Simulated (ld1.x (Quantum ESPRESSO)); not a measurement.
# Reading a pseudo-wave (nitrogen (N))

Columns: radius, all-electron u(r) and pseudo u(r) of the 2p shell (level -7.20 eV) of nitrogen in the configuration [He] 2s1.75 2p3.25; PBE, non-relativistic, TM semilocal scheme, ld1.x (Quantum ESPRESSO) 7.5.

```
r (bohr)  all-electron  pseudo
   0.115        0.0917  0.0280
   0.230        0.2587  0.1080
   0.345        0.4218  0.2287
   0.460        0.5552  0.3733
   0.575        0.6547  0.5219
   0.690        0.7227  0.6554
   0.805        0.7628  0.7589
   0.920        0.7801  0.8244
   1.035        0.7797  0.8513
   1.150        0.7665  0.8453
   1.265        0.7440  0.8152
   1.380        0.7152  0.7708
   1.495        0.6825  0.7204
   1.610        0.6474  0.6699
   1.725        0.6113  0.6225
   1.840        0.5751  0.5795
   1.955        0.5393  0.5406
   2.070        0.5045  0.5047
   2.185        0.4711  0.4711
   2.300        0.4391  0.4391
   2.415        0.4087  0.4087
   2.530        0.3800  0.3800
   2.645        0.3529  0.3529
   2.760        0.3276  0.3276
   2.875        0.3038  0.3038
   2.990        0.2817  0.2817
```

Q: How many radial nodes do the two functions have?

A: The all-electron 2p function has n − l − 1 = 0; the pseudo-wave has 0.

Q: At about which radius was the pseudo-wave matched?

A: 2.30 bohr. The columns agree to 0.0005 from 2.07 bohr on; several derivatives are matched, so the curves merge somewhat inside the radius.

Q: Is the pseudo-wave norm-conserving?

A: Yes: the TM semilocal scheme keeps the norm inside the radius equal to the all-electron one, which fixes the energy derivative of the logarithmic derivative at the level.
